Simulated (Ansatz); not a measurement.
Basis-set extrapolation for F$_{3}$H$_{3}$Si$_{2}$, SMILES `F[SiH2][SiH](F)F` (PBE0-D4/def2-TZVP geometry, frozen core, Ansatz 0.2.0). Multiplicity 1, RHF reference.

```json
{"": "HF", "def2-TZVPP": "-878.285894", "def2-QZVPP": "-878.319355"}
{"": "MP2 correlation", "def2-TZVPP": "-0.981967", "def2-QZVPP": "-1.074970"}
{"": "CCSD(T) correlation", "def2-TZVPP": "-1.038909", "def2-QZVPP": "-1.129055"}
```

Energies in hartree. Use E(X) = E(∞) + A·exp(−7.88·√X) for Hartree–Fock and E(X) = E(∞) + B·X^(−2.97) for correlation, with X = 3 and 4.

Question: What is the CCSD(T) energy at the basis-set limit?

Answer: HF limit: -878.319355 + (-0.033461) × 0.13774 = -878.32396. Correlation limit: -1.129055 + (-0.090146) × 0.74074 = -1.19583. Total: -879.51979 hartree, 5.31 eV below CCSD(T)/def2-TZVPP.
